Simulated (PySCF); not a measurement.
Species: C₈H₉F.
Atom-mapped SMILES: `[CH2:1]=[CH:2][CH2:3]/[CH:4]=[C:5](\[F:6])[C:7]#[C:8][CH3:9]` (hydrogens: H10, H11 on C1; H12 on C2; H13, H14 on C3; H15 on C4; H16, H17, H18 on C9)

Cartesian coordinates in Å at the PBE/def2-SV(P) level; atoms count from 1:
```xyz
18
C8H9F angstrom
C     -3.5943   -0.5076   -0.8973
C     -2.6868   -0.5058    0.0948
C     -1.6621    0.5818    0.3311
C     -0.2502    0.0591    0.3143
C      0.7145    0.4692   -0.5451
F      0.4338    1.4332   -1.4649
C      2.0538   -0.0102   -0.5876
C      3.2118   -0.4177   -0.6311
C      4.5826   -0.9051   -0.6767
H     -3.6475    0.3187   -1.6307
H     -4.3190   -1.3328   -1.0148
H     -2.6625   -1.3561    0.8052
H     -1.7774    1.3882   -0.4231
H     -1.8576    1.0419    1.3327
H      0.0313   -0.7271    1.0351
H      5.0349   -0.9452    0.3407
H      4.6400   -1.9302   -1.1098
H      5.2230   -0.2418   -1.3013
```

Method used: PBE/def2-SV(P) geometry optimisation, gas phase (PySCF).

Masses are those of the commonest isotopes; rigid-rotor values at the optimised geometry. The values belong to one conformer with, in the numbering `[CH2:1]=[CH:2][CH2:3]/[CH:4]=[C:5](\[F:6])[C:7]#[C:8][CH3:9]`, C1–C2–C3–C4 -122°, C2–C3–C4–C5 120°.

(1) Give the principal moments of inertia and the rotational constants in GHz.

(2) Classify the top.

(3) What does the inertial defect say?

(4) Give the other two planar moments, Paa and Pbb, and the rms extents of the mass along the axes.

(5) Which lines would a microwave search look for?

(6) Estimate the classical rotational partition function at 25 K, 50 K and 500 K.

Answers

(1) Ia = 121.81, Ib = 862.46, Ic = 911.74 u·Å²; 505379 MHz·u·Å²/I gives 4149, 586.0 and 554.3 MHz, that is A = 4.1489, B = 0.5860, C = 0.5543 GHz.

(2) A near-prolate asymmetric top. Ray's parameter κ = (2B − A − C)/(A − C) = -0.982; −1 is the prolate and +1 the oblate limit.

(3) Not planar: Δ = Ic − Ia − Ib = -72.53 u·Å². For a rigid frame Δ = −2 Σ m c², so Σ m c² = 36.26 u·Å² lies off the ab plane: 10.43 from hydrogen and 25.83 from heavier atoms. The atom farthest from that plane is 1.89 Å away.

(4) Paa = Σ m a² = (Ib + Ic − Ia)/2 = 826.19 and Pbb = Σ m b² = (Ia + Ic − Ib)/2 = 85.55 u·Å². With the mass M = 124.07 u, the rms extents √(P/M) along a, b and c are 2.58, 0.83, 0.54 Å.

(5) The dipole components are |μa| = 1.28 D, |μb| = 1.46 D, |μc| = 0.38 D. The squared components, which scale the intensities, stand as 0.78 : 1.00 : 0.07 (a : b : c). Some lines, for components of 0.1 D or more:

```
type  branch         J(Ka,Kc)    MHz  lower level (cm⁻¹)
   a       R  2(0,2) ← 1(0,1)   2280               0.038
   a       R  2(1,1) ← 1(1,0)   2312               0.158
   a       R  3(0,3) ← 2(0,2)   3420               0.114
   c       Q  3(1,3) ← 3(0,3)   3485               0.228
   c       Q  2(1,2) ← 2(0,2)   3531               0.114
   b       Q  3(1,2) ← 3(0,3)   3675               0.228
   b       R  1(1,1) ← 0(0,0)   4703               0.000
   c       R  1(1,0) ← 0(0,0)   4735               0.000
   c       R  3(1,2) ← 2(0,2)   7095               0.114
   b       Q  3(2,1) ← 3(1,2)  10642               0.351
   b       R  2(2,1) ← 1(1,0)  13001               0.158
   c       R  2(2,1) ← 1(1,1)  13033               0.157
   b       R  3(2,2) ← 2(1,1)  14110               0.235
   b       Q  3(3,1) ← 3(2,2)  17894               0.706
   b       R  3(3,1) ← 2(2,0)  21315               0.592
   b       R  3(3,0) ← 2(2,1)  21315               0.592
```

(6) Point group C1, symmetry number σ = 1; q = (√π/σ)·√((kT/h)³/(ABC)), k/h = 20836.6 MHz/K: 18200 at 25 K, 51300 at 50 K, 1620000 at 500 K.

PBE/def2-SV(P) frequencies: not computed here. These are rigid-rotor constants of the computed structure; measured ground-state constants (B0) also hold zero-point vibration. A rigid rotor knows nothing of internal rotation, which can split or shift real lines.
